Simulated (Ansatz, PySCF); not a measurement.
Compounds of Si with 4 ligands, in which F is traded for H. Quantity: F-Si bond dissociation enthalpy, 298 K, in kcal/mol. Each molecule is optimised on its own at B3LYP-D3(BJ)/def2-TZVP (Ansatz, an electronic-structure program). Frequencies are from Ansatz or PySCF. Cores are frozen in the correlated levels unless marked. UHF or UKS for open shells. Spin-orbit coupling is left out. Non-relativistic. Basis-set limits of correlation are two-point, X^-3; Hartree-Fock from the larger set. [CCSD(T)-MP2]/basis is that difference in the basis named. Rows marked 298 K are enthalpies with B3LYP-D3(BJ) harmonic zero-point and thermal terms. The first level has limits of its own.

```csv
n(H),species (SMILES),"RI-MP2/CBS(cc-pV(T+d)Z,cc-pV(Q+d)Z)+[CCSD(T)-MP2]/cc-pV(T+d)Z (Ansatz)",PBE/def2-TZVPD (Ansatz),wB97X-V/def2-TZVPD (Ansatz)
0,"F[Si](F)(F)F, to F[Si](F)F + F atom",166.8,158.2,161.8
1,"F[SiH](F)F, to F[SiH]F + F atom",166.3,158.7,161.4
2,"F[SiH2]F, to F[SiH2] + F atom",?,?,?
3,"F[SiH3], to [SiH3] (SiH3) + F atom",152.4,147.9,149.7
```

### Question
Fit a straight line through the known rows at each level by least squares, predict the withheld row (n(H) = 2), and compare with the run.

### Answer

- The known rows have mean n(H) = 1.33333 and Σ(n(H) - mean)² = 4.6667.
- RI-MP2/CBS(cc-pV(T+d)Z,cc-pV(Q+d)Z)+[CCSD(T)-MP2]/cc-pV(T+d)Z: mean 161.833, Σ(n(H) - mean)(y - mean) = -23.833, slope -5.107 kcal/mol a step; the line gives 161.833 + (-5.107)×(2 - 1.33333) = 158.4; the run gives 161.7, +3.3 from the line, whose largest residual on the known rows is 2.8.
- PBE/def2-TZVPD: mean 154.933, Σ(n(H) - mean)(y - mean) = -17.333, slope -3.714 kcal/mol a step; the line gives 154.933 + (-3.714)×(2 - 1.33333) = 152.5; the run gives 155.5, +3.0 from the line, whose largest residual on the known rows is 2.5.
- wB97X-V/def2-TZVPD: mean 157.633, Σ(n(H) - mean)(y - mean) = -20.033, slope -4.293 kcal/mol a step; the line gives 157.633 + (-4.293)×(2 - 1.33333) = 154.8; the run gives 157.7, +2.9 from the line, whose largest residual on the known rows is 2.3.
- PBE minus the first level along the series: -8.6, -7.6, -6.2, -4.5 kcal/mol.
